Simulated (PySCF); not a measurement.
Cl2Pb, charge +1, doublet, at a GFN2-xTB geometry (such geometries of metal compounds can be far from the true shape) (a state made from the parent by changing its charge; the spin is typed, not shown lowest) (core potentials on Pb); SVWN5/def2-SVP in PySCF.

Here is a job for PySCF.
```python
from pyscf import gto, scf, dft

mol = gto.Mole()
mol.atom = '''
    Pb    0.01015581   -0.01565948    0.63472292
    Cl    0.88949124    1.05107845   -1.52042667
    Cl   -0.93847809   -0.97554448   -1.54117802
'''
mol.basis = 'def2-svp'
mol.ecp = {'Pb': 'def2-svp'}
mol.charge = 1
mol.spin = 1
mol.verbose = 4
mol.build()

mf = dft.UKS(mol)
mf.xc = 'lda,vwn'
mf.diis = False
mf.damp = 0.6
mf.diis_start_cycle = 200
mf.max_cycle = 150
mf.kernel()
mf.analyze()
```

Question: What does PySCF print? Leave out banner, timings and long lists.

Answer: 
```
PySCF version 2.14.0

[INPUT] verbose = 4
[INPUT] num. atoms = 3
[INPUT] num. electrons = 55
[INPUT] charge = 1
[INPUT] spin (= nelec alpha-beta = 2S) = 1
[INPUT] symmetry False subgroup None
[INPUT] Mole.unit = angstrom
[INPUT] Symbol           X                Y                Z      unit          X                Y                Z       unit  Magmom
[...]
nuclear repulsion = 210.62606380593
number of shells = 26
number of NR pGTOs = 133
number of NR cGTOs = 62
basis = def2-svp
ecp = {'Pb': 'def2-svp'}

******** <class 'pyscf.dft.uks.UKS'> ********
method = UKS
initial guess = minao
damping factor = 0.6
level_shift factor = 0
DIIS disabled
SCF conv_tol = 1e-09
SCF conv_tol_grad = None
SCF max_cycles = 150
direct_scf = True
direct_scf_tol = 1e-13
number electrons alpha = 28  beta = 27
XC library pyscf.dft.libxc version 7.1.2
    S. Lehtola, C. Steigemann, M. J. T. Oliveira, and M. A. L. Marques,  SoftwareX 7, 1–5 (2018)
XC functionals = lda,vwn
    P. A. M. Dirac,  Math. Proc. Cambridge Philos. Soc. 26, 376 (1930)
    F. Bloch,  Z. Phys. 57, 545 (1929)
    S. H. Vosko, L. Wilk, and M. Nusair,  Can. J. Phys. 58, 1200 (1980)
radial grids:
    Treutler-Ahlrichs [JCP 102, 346 (1995); DOI:10.1063/1.469408] (M4) radial grids

becke partition: Becke, JCP 88, 2547 (1988); DOI:10.1063/1.454033
pruning grids: <function nwchem_prune>
grids dens level: 3
symmetrized grids: False
atomic radii adjust function: <function treutler_atomic_radii_adjust>
small_rho_cutoff = 0
Set gradient conv threshold to 3.16228e-05
tot grids = 60992
init E= -1086.16013621792

cycle= 1 E= -1106.10550566992  delta_E= -19.9  |g|= 2.06  |ddm|= 9.69
cycle= 2 E= -1108.50986491175  delta_E= -2.4  |g|= 1.06  |ddm|= 4.42
cycle= 3 E= -1109.47019248386  delta_E= -0.96  |g|= 0.344  |ddm|= 2.32
cycle= 4 E= -1109.5121594021  delta_E= -0.042  |g|= 0.115  |ddm|= 0.444
cycle= 5 E= -1109.51722403761  delta_E= -0.00506  |g|= 0.0533  |ddm|= 0.116
cycle= 6 E= -1109.51797031904  delta_E= -0.000746  |g|= 0.0226  |ddm|= 0.0466
cycle= 7 E= -1109.51811875985  delta_E= -0.000148  |g|= 0.0111  |ddm|= 0.0181
cycle= 8 E= -1109.51815432592  delta_E= -3.56e-05  |g|= 0.00554  |ddm|= 0.00872
cycle= 9 E= -1109.51816429154  delta_E= -9.97e-06  |g|= 0.00296  |ddm|= 0.00439
cycle= 10 E= -1109.51816744187  delta_E= -3.15e-06  |g|= 0.00163  |ddm|= 0.00243
cycle= 11 E= -1109.51816853154  delta_E= -1.09e-06  |g|= 0.000938  |ddm|= 0.00141
cycle= 12 E= -1109.51816893379  delta_E= -4.02e-07  |g|= 0.000558  |ddm|= 0.000876
cycle= 13 E= -1109.51816908899  delta_E= -1.55e-07  |g|= 0.000348  |ddm|= 0.000591
cycle= 14 E= -1109.51816915024  delta_E= -6.13e-08  |g|= 0.000237  |ddm|= 0.00045
cycle= 15 E= -1109.51816917417  delta_E= -2.39e-08  |g|= 0.000184  |ddm|= 0.000396
cycle= 16 E= -1109.5181691827  delta_E= -8.53e-09  |g|= 0.000166  |ddm|= 0.000388
cycle= 17 E= -1109.51816918456  delta_E= -1.85e-09  |g|= 0.000165  |ddm|= 0.000404
cycle= 18 E= -1109.51816918329  delta_E= 1.27e-09  |g|= 0.000173  |ddm|= 0.00043
cycle= 19 E= -1109.51816918034  delta_E= 2.95e-09  |g|= 0.000185  |ddm|= 0.000462
cycle= 20 E= -1109.51816917625  delta_E= 4.09e-09  |g|= 0.0002  |ddm|= 0.000499
cycle= 21 E= -1109.5181691712  delta_E= 5.06e-09  |g|= 0.000216  |ddm|= 0.000539
cycle= 22 E= -1109.51816916516  delta_E= 6.04e-09  |g|= 0.000233  |ddm|= 0.000582
cycle= 23 E= -1109.51816915805  delta_E= 7.11e-09  |g|= 0.000252  |ddm|= 0.000629
cycle= 24 E= -1109.51816914971  delta_E= 8.34e-09  |g|= 0.000272  |ddm|= 0.000681
cycle= 25 E= -1109.51816913996  delta_E= 9.76e-09  |g|= 0.000295  |ddm|= 0.000736
cycle= 26 E= -1109.51816912854  delta_E= 1.14e-08  |g|= 0.000319  |ddm|= 0.000796
cycle= 27 E= -1109.51816911521  delta_E= 1.33e-08  |g|= 0.000344  |ddm|= 0.00086
cycle= 28 E= -1109.51816909961  delta_E= 1.56e-08  |g|= 0.000372  |ddm|= 0.00093
cycle= 29 E= -1109.51816908137  delta_E= 1.82e-08  |g|= 0.000403  |ddm|= 0.00101
cycle= 30 E= -1109.51816906004  delta_E= 2.13e-08  |g|= 0.000435  |ddm|= 0.00109
cycle= 31 E= -1109.51816903511  delta_E= 2.49e-08  |g|= 0.000471  |ddm|= 0.00118
cycle= 32 E= -1109.51816900596  delta_E= 2.92e-08  |g|= 0.000509  |ddm|= 0.00127
cycle= 33 E= -1109.51816897187  delta_E= 3.41e-08  |g|= 0.00055  |ddm|= 0.00137
cycle= 34 E= -1109.51816893203  delta_E= 3.98e-08  |g|= 0.000595  |ddm|= 0.00149
cycle= 35 E= -1109.51816888544  delta_E= 4.66e-08  |g|= 0.000643  |ddm|= 0.00161
cycle= 36 E= -1109.51816883098  delta_E= 5.45e-08  |g|= 0.000696  |ddm|= 0.00174
cycle= 37 E= -1109.5181687673  delta_E= 6.37e-08  |g|= 0.000752  |ddm|= 0.00188
cycle= 38 E= -1109.51816869285  delta_E= 7.44e-08  |g|= 0.000813  |ddm|= 0.00203
cycle= 39 E= -1109.51816860581  delta_E= 8.7e-08  |g|= 0.00088  |ddm|= 0.0022
cycle= 40 E= -1109.51816850404  delta_E= 1.02e-07  |g|= 0.000951  |ddm|= 0.00238
cycle= 41 E= -1109.51816838506  delta_E= 1.19e-07  |g|= 0.00103  |ddm|= 0.00257
cycle= 42 E= -1109.51816824596  delta_E= 1.39e-07  |g|= 0.00111  |ddm|= 0.00278
cycle= 43 E= -1109.51816808332  delta_E= 1.63e-07  |g|= 0.0012  |ddm|= 0.003
cycle= 44 E= -1109.51816789318  delta_E= 1.9e-07  |g|= 0.0013  |ddm|= 0.00325
cycle= 45 E= -1109.51816767089  delta_E= 2.22e-07  |g|= 0.00141  |ddm|= 0.00351
cycle= 46 E= -1109.51816741098  delta_E= 2.6e-07  |g|= 0.00152  |ddm|= 0.0038
cycle= 47 E= -1109.51816710712  delta_E= 3.04e-07  |g|= 0.00164  |ddm|= 0.00411
cycle= 48 E= -1109.51816675187  delta_E= 3.55e-07  |g|= 0.00178  |ddm|= 0.00444
cycle= 49 E= -1109.51816633654  delta_E= 4.15e-07  |g|= 0.00192  |ddm|= 0.0048
cycle= 50 E= -1109.51816585096  delta_E= 4.86e-07  |g|= 0.00208  |ddm|= 0.00519
cycle= 51 E= -1109.51816528325  delta_E= 5.68e-07  |g|= 0.00225  |ddm|= 0.00561
cycle= 52 E= -1109.51816461954  delta_E= 6.64e-07  |g|= 0.00243  |ddm|= 0.00607
cycle= 53 E= -1109.51816384359  delta_E= 7.76e-07  |g|= 0.00263  |ddm|= 0.00656
cycle= 54 E= -1109.51816293642  delta_E= 9.07e-07  |g|= 0.00284  |ddm|= 0.00709
cycle= 55 E= -1109.51816187586  delta_E= 1.06e-06  |g|= 0.00307  |ddm|= 0.00767
[...]
cycle= 112 E= -1109.49512498679  delta_E= 0.00155  |g|= 0.171  |ddm|= 0.436
cycle= 113 E= -1109.49361112315  delta_E= 0.00151  |g|= 0.177  |ddm|= 0.45
cycle= 114 E= -1109.49214872777  delta_E= 0.00146  |g|= 0.182  |ddm|= 0.464
cycle= 115 E= -1109.49075222336  delta_E= 0.0014  |g|= 0.187  |ddm|= 0.477
cycle= 116 E= -1109.48943288499  delta_E= 0.00132  |g|= 0.191  |ddm|= 0.488
cycle= 117 E= -1109.48819943371  delta_E= 0.00123  |g|= 0.195  |ddm|= 0.499
cycle= 118 E= -1109.48705713901  delta_E= 0.00114  |g|= 0.199  |ddm|= 0.509
cycle= 119 E= -1109.48600892237  delta_E= 0.00105  |g|= 0.202  |ddm|= 0.518
cycle= 120 E= -1109.48505469091  delta_E= 0.000954  |g|= 0.205  |ddm|= 0.526
cycle= 121 E= -1109.48419275819  delta_E= 0.000862  |g|= 0.208  |ddm|= 0.533
cycle= 122 E= -1109.48341922283  delta_E= 0.000774  |g|= 0.21  |ddm|= 0.539
cycle= 123 E= -1109.48272949911  delta_E= 0.00069  |g|= 0.212  |ddm|= 0.545
cycle= 124 E= -1109.48211759386  delta_E= 0.000612  |g|= 0.214  |ddm|= 0.55
cycle= 125 E= -1109.48157761211  delta_E= 0.00054  |g|= 0.215  |ddm|= 0.554
cycle= 126 E= -1109.48110286904  delta_E= 0.000475  |g|= 0.217  |ddm|= 0.558
cycle= 127 E= -1109.48068731941  delta_E= 0.000416  |g|= 0.218  |ddm|= 0.561
cycle= 128 E= -1109.48032450826  delta_E= 0.000363  |g|= 0.219  |ddm|= 0.564
cycle= 129 E= -1109.48000892662  delta_E= 0.000316  |g|= 0.22  |ddm|= 0.566
cycle= 130 E= -1109.47973483687  delta_E= 0.000274  |g|= 0.221  |ddm|= 0.568
cycle= 131 E= -1109.47949757835  delta_E= 0.000237  |g|= 0.221  |ddm|= 0.57
cycle= 132 E= -1109.47929230866  delta_E= 0.000205  |g|= 0.222  |ddm|= 0.572
cycle= 133 E= -1109.47911528404  delta_E= 0.000177  |g|= 0.222  |ddm|= 0.573
cycle= 134 E= -1109.47896255031  delta_E= 0.000153  |g|= 0.223  |ddm|= 0.574
cycle= 135 E= -1109.4788312162  delta_E= 0.000131  |g|= 0.223  |ddm|= 0.575
cycle= 136 E= -1109.4787181173  delta_E= 0.000113  |g|= 0.223  |ddm|= 0.576
cycle= 137 E= -1109.47862109302  delta_E= 9.7e-05  |g|= 0.224  |ddm|= 0.577
cycle= 138 E= -1109.47853763783  delta_E= 8.35e-05  |g|= 0.224  |ddm|= 0.578
cycle= 139 E= -1109.4784661868  delta_E= 7.15e-05  |g|= 0.224  |ddm|= 0.578
cycle= 140 E= -1109.47840476222  delta_E= 6.14e-05  |g|= 0.224  |ddm|= 0.579
cycle= 141 E= -1109.47835226907  delta_E= 5.25e-05  |g|= 0.224  |ddm|= 0.579
cycle= 142 E= -1109.47830714113  delta_E= 4.51e-05  |g|= 0.225  |ddm|= 0.579
cycle= 143 E= -1109.47826864592  delta_E= 3.85e-05  |g|= 0.225  |ddm|= 0.58
cycle= 144 E= -1109.47823553208  delta_E= 3.31e-05  |g|= 0.225  |ddm|= 0.58
cycle= 145 E= -1109.4782073425  delta_E= 2.82e-05  |g|= 0.225  |ddm|= 0.58
cycle= 146 E= -1109.4781830636  delta_E= 2.43e-05  |g|= 0.225  |ddm|= 0.58
cycle= 147 E= -1109.47816244516  delta_E= 2.06e-05  |g|= 0.225  |ddm|= 0.581
cycle= 148 E= -1109.4781446515  delta_E= 1.78e-05  |g|= 0.225  |ddm|= 0.581
cycle= 149 E= -1109.47812958666  delta_E= 1.51e-05  |g|= 0.225  |ddm|= 0.581
cycle= 150 E= -1109.47811654715  delta_E= 1.3e-05  |g|= 0.225  |ddm|= 0.581
SCF not converged.
SCF energy = -1109.47811654715 after 150 cycles  <S^2> = 0.75177878  2S+1 = 2.001778
**** SCF Summaries ****
Total Energy =                       -1109.478116547154741
Nuclear Repulsion Energy =             210.626063805930215
One-electron Energy =                -2014.161254888360418
Two-electron Energy =                  694.057074535275433
Two-electron Coulomb Energy =          763.042095704807025
DFT Exchange-Correlation Energy =      -68.985021169531620
**** MO energy ****
                             alpha | beta                alpha | beta
[...]
spin_pop of  0 Pb 5s        0.00000
spin_pop of  0 Pb 6s        0.00047
spin_pop of  0 Pb 7s       -0.00009
spin_pop of  0 Pb 8s       -0.00012
spin_pop of  0 Pb 5px       0.00026
spin_pop of  0 Pb 5py       0.00033
spin_pop of  0 Pb 5pz       0.00010
spin_pop of  0 Pb 6px      -0.00072
spin_pop of  0 Pb 6py      -0.00075
spin_pop of  0 Pb 6pz      -0.00110
spin_pop of  0 Pb 7px      -0.00100
spin_pop of  0 Pb 7py      -0.00103
spin_pop of  0 Pb 7pz      -0.00164
spin_pop of  0 Pb 8px      -0.00768
spin_pop of  0 Pb 8py      -0.00757
spin_pop of  0 Pb 8pz      -0.00617
spin_pop of  0 Pb 5dxy      0.00055
spin_pop of  0 Pb 5dyz      0.00060
spin_pop of  0 Pb 5dz^2     0.00001
spin_pop of  0 Pb 5dxz      0.00017
spin_pop of  0 Pb 5dx2-y2    0.00065
spin_pop of  0 Pb 6dxy     -0.00010
spin_pop of  0 Pb 6dyz     -0.00009
spin_pop of  0 Pb 6dz^2    -0.00023
spin_pop of  0 Pb 6dxz     -0.00020
spin_pop of  0 Pb 6dx2-y2   -0.00016
spin_pop of  1 Cl 1s        0.00000
spin_pop of  1 Cl 2s       -0.00000
spin_pop of  1 Cl 3s        0.00206
spin_pop of  1 Cl 4s       -0.00006
spin_pop of  1 Cl 2px       0.00001
spin_pop of  1 Cl 2py       0.00001
spin_pop of  1 Cl 2pz      -0.00000
spin_pop of  1 Cl 3px       0.13492
spin_pop of  1 Cl 3py       0.16283
spin_pop of  1 Cl 3pz       0.01223
spin_pop of  1 Cl 4px       0.00029
spin_pop of  1 Cl 4py       0.00033
spin_pop of  1 Cl 4pz      -0.00006
spin_pop of  1 Cl 3dxy      0.00030
spin_pop of  1 Cl 3dyz      0.00006
spin_pop of  1 Cl 3dz^2    -0.00002
spin_pop of  1 Cl 3dxz      0.00005
spin_pop of  1 Cl 3dx2-y2    0.00001
spin_pop of  2 Cl 1s        0.00000
spin_pop of  2 Cl 2s       -0.00000
spin_pop of  2 Cl 3s        0.00039
spin_pop of  2 Cl 4s       -0.00032
spin_pop of  2 Cl 2px       0.00002
spin_pop of  2 Cl 2py       0.00003
spin_pop of  2 Cl 2pz       0.00000
spin_pop of  2 Cl 3px       0.29407
spin_pop of  2 Cl 3py       0.36991
spin_pop of  2 Cl 3pz       0.04856
spin_pop of  2 Cl 4px      -0.00003
spin_pop of  2 Cl 4py      -0.00002
spin_pop of  2 Cl 4pz      -0.00028
spin_pop of  2 Cl 3dxy      0.00005
spin_pop of  2 Cl 3dyz      0.00012
spin_pop of  2 Cl 3dz^2    -0.00008
spin_pop of  2 Cl 3dxz      0.00009
spin_pop of  2 Cl 3dx2-y2    0.00002
In total            28.00000 | 27.00000

WARN: System has nonzero charge 1; the dipole moment is origin-dependent.
Location of origin: [0. 0. 0.]

Dipole moment(X, Y, Z, Debye): -2.79056, -3.19654,  2.38886
```

The run did not converge; its last values are not results.
